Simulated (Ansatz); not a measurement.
Ansatz results at the PBE0-D4/def2-TZVP geometry: size of the dipole moment (PBE/def2-TZVPP) 1.01 D; size of the dipole moment (B3LYP/def2-TZVPP) 1.28 D; size of the dipole moment (ωB97M-V/def2-TZVPP) 1.38 D.

Each molecule was computed in one conformer, which needn't be the lowest.

Q: Which molecule gave them?
A. `O[SiH][S][GeH2][OH]`•
B. `[SiH2]O[SiH3]`•
C. `C[CH2][In][Cl]`•
D. `[OH][In][O][SiH3]`•

A: D. The others give `[SiH2]O[SiH3]`•: 0.34, 0.35, 0.36; `O[SiH][S][GeH2][OH]`•: 3.09, 3.23, 3.31; `C[CH2][In][Cl]`•: 3.57, 3.76, 3.69.

B3LYP here is the variant with VWN-RPA as its local correlation; programs differ in this.
